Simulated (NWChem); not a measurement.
System: C₂Cl₃F; SMILES ClC(Cl)=C(F)Cl

Excerpt of the output:

```
             Northwest Computational Chemistry Package (NWChem) 7.3.0
             --------------------------------------------------------

                             Geometry "geometry" -> ""
                             -------------------------

 Output coordinates in angstroms (scale by  1.889725989 to convert to a.u.)

  No.       Tag          Charge          X              Y              Z
 ---- ---------------- ---------- -------------- -------------- --------------
    1 F                    9.0000    -1.89883100     0.68537200     0.00000000
    2 C                    6.0000    -0.58509600     0.65128900     0.00000000
    3 Cl                  17.0000     0.15277000     2.18508300     0.00000000
    4 C                    6.0000     0.08330300    -0.51455700     0.00000000
    5 Cl                  17.0000     1.79224500    -0.59348700     0.00000000
    6 Cl                  17.0000    -0.77379000    -1.99891200     0.00000000

 Effective nuclear repulsion energy (a.u.)     419.1889927575

                                 NWChem DFT Module
                                 -----------------

 Summary of "ao basis" -> "ao basis" (spherical)
 ------------------------------------------------------------------------------
       Tag                 Description            Shells   Functions and Types
 ---------------- ------------------------------  ------  ---------------------
 F                          def2-svp                 6       14   3s2p1d
 C                          def2-svp                 6       14   3s2p1d
 Cl                         def2-svp                 8       18   4s3p1d

 in cosmo_initialize ...

 solvent parameters
 solvname_short: unkn
 solvname_long:  unknown
 dielec:       78.4000

          ---------------
          -cosmo- solvent
          ---------------
 Cosmo: York-Karplus, doi: 10.1021/jp992097l
 dielectric constant -eps-     =  78.40
 screen = (eps-1)/(eps    )    =   0.98724
 surface charge correction     = lagrangian

   van der Waals surface
 --------------------------

 ---------- ATOMIC COORDINATES (A.U.) ------------ VDWR(ANG.) --
     1   -3.58827029    1.29516528    0.00000000     1.720
     2   -1.10567112    1.23075775    0.00000000     2.000
     3    0.28869344    4.12920813    0.00000000     2.050
     4    0.15741984   -0.97237174    0.00000000     2.000
     5    3.38685195   -1.12152781    0.00000000     2.050
     6   -1.46225107   -3.77739596    0.00000000     2.050
 number of segments per atom =         32
 number of   points per atom =         32
 atom (   nspa,  nppa )
 ----------------------
    1 (     20,     0 )       0
    2 (     12,     0 )       0
    3 (     24,     0 )       0
    4 (      8,     0 )       0
    5 (     22,     0 )       0
    6 (     24,     0 )       0
 number of -cosmo- surface points =      110
 molecular surface =    149.075 angstrom**2
 molecular volume  =    123.072 angstrom**3
 G(cav/disp)       =      1.605 kcal/mol
 -lineq- algorithm             =   0
 -bem- low  level              =   2
 -bem- from -octahedral-
 gaussian surface charge width =   4.50000
 degree of switching           =   1.00000
 switching function tolerance  =   0.00010
 atomic radii =
 --------------
    1  9.000  1.720
    2  6.000  2.000
    3 17.000  2.050
    4  6.000  2.000
    5 17.000  2.050
    6 17.000  2.050
 ...... end of -cosmo- initialization ......

            General Information
            -------------------
          SCF calculation type: DFT
          Wavefunction type:  closed shell.
          No. of atoms     :     6
          No. of electrons :    72
           Alpha electrons :    36
            Beta electrons :    36
          Charge           :     0
          Spin multiplicity:     1
          Use of symmetry is: off; symmetry adaption is: off
          Maximum number of iterations: 150
          AO basis - number of functions:    96
                     number of shells:    42
          Convergence on energy requested:  1.00D-06
          Convergence on density requested:  1.00D-05
          Convergence on gradient requested:  5.00D-04

              XC Information
              --------------
                         PBE0 Method XC Functional
                     Hartree-Fock (Exact) Exchange  0.250
          PerdewBurkeErnzerhof Exchange Functional  0.750
            Perdew 1991 LDA Correlation Functional  1.000 local
           PerdewBurkeErnz. Correlation Functional  1.000 non-local

[...]

                                   COSMO solvation results
                                   -----------------------

                 gas phase energy =     -1555.404828962088
                 sol phase energy =     -1555.406196426261
 (electrostatic) solvation energy =         0.001367464173 (    0.86 kcal/mol)

                       DFT Final Molecular Orbital Analysis
                       ------------------------------------

 Vector   34  Occ=2.000000D+00  E=-3.567720D-01
              MO Center=  5.7D-01, -1.2D+00,  1.5D-09, r^2= 3.4D+00
   Bfn.  Coefficient  Atom+Function         Bfn.  Coefficient  Atom+Function
  ----- ------------  ---------------      ----- ------------  ---------------
    73      0.477534  5 Cl pz                91     -0.445423  6 Cl pz
    70      0.358598  5 Cl pz                88     -0.334171  6 Cl pz
    67      0.206621  5 Cl pz                85     -0.192671  6 Cl pz
    41     -0.073396  3 Cl pz                38     -0.062056  3 Cl pz
     6     -0.044305  1 F  pz                35     -0.034944  3 Cl pz

 Vector   35  Occ=2.000000D+00  E=-3.356052D-01
              MO Center=  4.8D-01, -5.9D-01,  6.2D-09, r^2= 4.7D+00
   Bfn.  Coefficient  Atom+Function         Bfn.  Coefficient  Atom+Function
  ----- ------------  ---------------      ----- ------------  ---------------
    72      0.431682  5 Cl py                89      0.390203  6 Cl px
    69      0.333347  5 Cl py                86      0.296521  6 Cl px
    39     -0.254059  3 Cl px                36     -0.198749  3 Cl px
    66      0.190315  5 Cl py                83      0.169382  6 Cl px
    90     -0.134035  6 Cl py                40      0.116362  3 Cl py

 Vector   36  Occ=2.000000D+00  E=-2.627893D-01
              MO Center= -5.0D-02, -2.7D-02,  7.1D-09, r^2= 3.6D+00
   Bfn.  Coefficient  Atom+Function         Bfn.  Coefficient  Atom+Function
  ----- ------------  ---------------      ----- ------------  ---------------
    20      0.355776  2 C  pz                52      0.350037  4 C  pz
    91     -0.321859  6 Cl pz                73     -0.311989  5 Cl pz
    41     -0.299627  3 Cl pz                55      0.238623  4 C  pz
    88     -0.206332  6 Cl pz                70     -0.198817  5 Cl pz
    23      0.197416  2 C  pz                38     -0.197760  3 Cl pz

 Vector   37  Occ=0.000000D+00  E=-1.517707D-02
              MO Center= -2.1D-01,  1.3D-01, -1.8D-08, r^2= 2.6D+00
   Bfn.  Coefficient  Atom+Function         Bfn.  Coefficient  Atom+Function
  ----- ------------  ---------------      ----- ------------  ---------------
    23      0.598580  2 C  pz                55     -0.601056  4 C  pz
    20      0.508308  2 C  pz                52     -0.450467  4 C  pz
    41     -0.252225  3 Cl pz                73      0.238361  5 Cl pz
    91      0.233518  6 Cl pz                 9     -0.191912  1 F  pz
     6      0.187756  1 F  pz                38     -0.121558  3 Cl pz

 Vector   38  Occ=0.000000D+00  E= 1.591047D-02
              MO Center= -2.1D-01,  2.9D-02,  8.9D-09, r^2= 4.0D+00
   Bfn.  Coefficient  Atom+Function         Bfn.  Coefficient  Atom+Function
  ----- ------------  ---------------      ----- ------------  ---------------
    90      0.624166  6 Cl py                40      0.560018  3 Cl py
    17      0.551257  2 C  s                 49     -0.549166  4 C  s
    53      0.543257  4 C  px                82      0.492825  6 Cl s
    32     -0.359569  3 Cl s                 21      0.333138  2 C  px
    50      0.312401  4 C  px                19      0.265362  2 C  py

 Vector   39  Occ=0.000000D+00  E= 2.918126D-02
              MO Center=  6.9D-01, -8.8D-01,  8.3D-09, r^2= 2.7D+00
   Bfn.  Coefficient  Atom+Function         Bfn.  Coefficient  Atom+Function
  ----- ------------  ---------------      ----- ------------  ---------------
    49      0.935902  4 C  s                 71      0.833191  5 Cl px
    64     -0.616933  5 Cl s                 48      0.526860  4 C  s
    53      0.431778  4 C  px                89     -0.421298  6 Cl px
    54     -0.413356  4 C  py                82     -0.392475  6 Cl s
    90     -0.362888  6 Cl py                50      0.287675  4 C  px

     Multipole analysis of the density
     ---------------------------------

     L   x y z        total         alpha         beta         nuclear
     -   - - -        -----         -----         ----         -------
     0   0 0 0     -0.000000    -36.000000    -36.000000     72.000000

     1   1 0 0      0.151665      0.254801      0.254801     -0.357937
     1   0 1 0      0.151969      0.015166      0.015166      0.121638
     1   0 0 1     -0.000000     -0.000000     -0.000000      0.000000

     2   2 0 0    -39.299096   -197.716443   -197.716443    356.133791
     2   1 1 0      0.694064      1.006410      1.006410     -1.318756
     2   1 0 1     -0.000000     -0.000000     -0.000000      0.000000
     2   0 2 0    -38.022847   -310.844466   -310.844466    583.666085
     2   0 1 1      0.000000      0.000000      0.000000      0.000000
     2   0 0 2    -39.139050    -19.569525    -19.569525      0.000000
```

Level: PBE0/def2-SVP, COSMO on the gas-phase geometry. All runs use the structure optimised with PBE0/def2-SVP. COSMO prints the solvation energy as gas minus solution, so a positive value is a stabilisation.

Reconstruct the input file.

This is not unique; one that fits is the input that was run:
```
start job
memory heap 200 mb stack 900 mb global 1100 mb
geometry units angstroms noautosym nocenter noautoz
  F     -1.898831     0.685372     0.000000
  C     -0.585096     0.651289     0.000000
  Cl     0.152770     2.185083     0.000000
  C      0.083303    -0.514557     0.000000
  Cl     1.792245    -0.593487     0.000000
  Cl    -0.773790    -1.998912     0.000000
end
basis spherical
  F library def2-svp
  C library def2-svp
  Cl library def2-svp
end
dft
  xc pbe0
  iterations 150
end
cosmo
  dielec 78.4
end
task dft energy
```
